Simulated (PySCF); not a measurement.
**Exercise with solution: dipole moment from atomic charges**

FGeHO, SMILES [OH][Ge][F] (connectivity only; charge and spin as stated), neutral, multiplicity 1. Atoms are numbered in the order given.

```xyz
4

Ge     0.4206     0.0271     0.0000
F     -0.7766     1.3008     0.0000
O     -0.7629    -1.2998     0.0000
H     -0.3653    -2.1756     0.0000
```
Charge 0, spin multiplicity 1.

Geometry optimised at PBE0-D3(BJ)/def2-TZVP. One conformer was computed; it need not be the lowest.

Charges (e) from PBE/def2-TZVPD (PySCF):

```tsv
atom	ESP fit	IAO
Ge1	0.328	0.840
F2	-0.214	-0.496
O3	-0.462	-0.704
H4	0.347	0.360
```

The dipole moment of the full density is 3.08 D.

### Question
What dipole moment does each set of point charges give, and which comes closer to that of the density?

### Answer

μ = Σ q r, and 1 e Å = 4.8032 D.
ESP fit: Σ q r = (0.530, -0.424, 0.000) e Å, |μ| = 3.26 D.
IAO: Σ q r = (1.144, -0.491, 0.000) e Å, |μ| = 5.98 D.
ESP fit comes closer in size. Point charges leave out the atoms' own dipoles (lone pairs, polarised bonds); fits to the potential absorb them, partitions of the density don't.
